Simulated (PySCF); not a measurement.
**Solvent effects on NMR parameters**

Geometry (Å), atoms numbered from 1 in this order:
```xyz
21

B     1.6004    1.1442   -0.4886
O     1.8509   -0.3587   -0.5873
C     0.9654   -1.1388   -0.1144
C    -0.3226   -0.7402    0.2143
C    -0.7386    0.5166   -0.2681
C    -2.1768    0.9050   -0.3400
C    -2.9920    0.7148    0.9716
C    -3.9176   -0.2985    0.2701
C    -3.1325   -0.1031   -1.0419
O     0.1023    1.3527   -0.7303
H     2.2178    1.7084   -1.3644
H     1.8376    1.4892    0.6626
H     1.2628   -2.1952   -0.0299
H    -1.0395   -1.4605    0.6049
H    -2.2160    1.9218   -0.7515
H    -3.4817    1.6397    1.3059
H    -2.4093    0.3182    1.8152
H    -3.8713   -1.3177    0.6814
H    -4.9758   -0.0048    0.2248
H    -3.7045    0.3511   -1.8628
H    -2.6336   -1.0020   -1.4312
```

GIAO PBE0/pcSseg-1 in PySCF 2.14 on one PBE0-D3(BJ)/def2-SVP conformer, non-relativistic, equivalent nuclei averaged. Solvents enter as an IEF-PCM continuum (chloroform with ε = 4.7, acetone with ε = 20.5) around the gas-phase geometry. Shifts are referred to BF3·OEt2, TMS computed in the same medium.

Gas phase, δ in ppm: B1 -0.6, C5 207.6, C3 185.4, C4 101.6, C6 41.5, C7/C9 25.8, C8 17.8, H13 7.75, H14 5.80, H11/H12 3.72, H15 2.92, H16/H20 2.48, H19 2.08, H18 2.08. Dipole moment 5.46 D.

Question: How does each δ change in the continuum?

Answer: 
```tsv
atoms	environment	Δδ, chloroform	Δδ, acetone
B1	boron bonded to 2 O, 2 H, in a 6-membered ring	-0.4	-0.5
C5	ketone carbonyl carbon	+2.4	+3.0
C3	alkene carbon bearing oxygen	+1.7	+2.4
C4	β carbon of an enol-ether or enamine type C=C	+2.7	+3.7
C6	sp3 CH α to a carbonyl	+1.4	+1.8
C7/C9	sp3 CH2 in a ring	+0.7	+1.0
C8	sp3 CH2 in a ring	+0.5	+0.6
H13	hydrogen on an alkene carbon bearing oxygen	+0.19	+0.26
H14	hydrogen on a β carbon of an enol-ether or enamine type C=C	+0.42	+0.59
H11/H12	hydrogen on a boron bonded to 2 O, in a 6-membered ring	-0.24	-0.32
H15	hydrogen on an sp3 CH α to a carbonyl	+0.06	+0.06
H16/H20	hydrogen on an sp3 CH2 in a ring	+0.09	+0.11
H19	hydrogen on an sp3 CH2 in a ring	+0.03	+0.03
H18	hydrogen on an sp3 CH2 in a ring	+0.10	+0.14
```

Changes are relative to the gas phase. The dipole moment becomes 6.56 D in chloroform, 6.93 D in acetone.

Question: Which of the listed nuclei move most (in ppm), and what does the model miss? (N and O are left out, as their reference compounds move with the solvent too.)

Answer: C4 (β carbon of an enol-ether or enamine type C=C, +3.7 ppm) in acetone. A continuum only polarises the solute; specific hydrogen bonds, the anisotropy of aromatic solvents and changes of geometry or conformer are outside it.
